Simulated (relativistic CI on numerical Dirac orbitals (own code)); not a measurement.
**Mo⁴⁺ (4d2) in a crystal field**

Calculated by Dirac-Coulomb-Breit CI, orbitals from a KLI potential per configuration, a model potential for QED, valence Slater integrals scaled by 0.65, one configuration in a parametric crystal field (own radial code).

Field parameters in Wybourne normalisation: D4h B²₀ = −7Ds, B⁴₀ = 21(Dq − Dt), B⁴₄ = 21√(5/14) Dq. The field is a parameter set, without covalency.

S is read from ⟨S²⟩ = S(S + 1).

Levels (cm⁻¹, degeneracy): 0 (1), 70 (2), 7734 (1), 7831 (1), 9355 (1), 9492 (1), 9585 (2), 10074 (1), 10079 (1), 14040 (1), 17756 (2), 32493 (1).

(1) Which field gives this pattern?
A. D4h, 10Dq = 34200, Ds = 140, Dt = -130 cm⁻¹
B. D4h, 10Dq = 34200, Ds = 2180, Dt = -130 cm⁻¹
C. D4h, 10Dq = 34200, Ds = 2590, Dt = -130 cm⁻¹
D. D4h, 10Dq = 34200, Ds = 3000, Dt = -130 cm⁻¹

## Answers

(1) D. D4h, 10Dq = 34200, Ds = 3000, Dt = -130 cm⁻¹, ground level with S = 1.00.
